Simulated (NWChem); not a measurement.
# NbO, quartet; SMILES [O]=[Nb]

Results from NWChem. Spin-unrestricted. Geometry: optimised at PBE0/def2-SVP, spin-unrestricted. No stability test was run on the SCF state. def2 effective core potentials on Nb; no spin-orbit coupling.

For level UHF/def2-SVPD:

| Quantity | Value |
|---|---|
| dipole (D) | 4.25 |

Question: What are these values for level UHF/def2-QZVP?

Answer: 
| Item | Value |
|---|---|
| dipole (D) | 4.10 |
